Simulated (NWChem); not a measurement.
Molecule: C2H5BN2; SMILES C#CB(N)N

```xyz
10

C      0.0000     0.0000    -2.3014
C      0.0000     0.0000    -1.0845
B      0.0000     0.0000     0.4687
N      0.0000     1.2421     1.1433
N      0.0000    -1.2421     1.1433
H      0.0000     0.0000    -3.3764
H      0.0000     1.3392     2.1486
H      0.0000     2.1186     0.6439
H      0.0000    -2.1186     0.6439
H      0.0000    -1.3392     2.1486
```
Atoms are numbered in this order, from 1.

All runs: NWChem. Pople sets run with spherical d functions. Coordinates come from a PBE0/def2-SVP optimisation. Atomic charges in e: unrestrained fits to the electrostatic potential beside Mulliken populations; buried atoms are poorly determined by the fit.

For level B3LYP/def2-SVP:

| Item | Result |
|---|---|
| Mulliken C1 | -0.19 |
| ESP C2 | -0.14 |
| Mulliken C2 | 0.16 |
| ESP B3 | 0.60 |
| Mulliken B3 | -0.25 |
| ESP N4 | -0.84 |
| Mulliken N4 | -0.08 |
| ESP N5 | -0.84 |
| Mulliken N5 | -0.08 |

What are these values for level Hartree-Fock/6-31G*?


| Property | Value |
|---|---|
| Mulliken C1 | -0.33 |
| ESP C2 | -0.26 |
| Mulliken C2 | -0.18 |
| ESP B3 | 0.97 |
| Mulliken B3 | 0.71 |
| ESP N4 | -1.14 |
| Mulliken N4 | -0.97 |
| ESP N5 | -1.14 |
| Mulliken N5 | -0.97 |
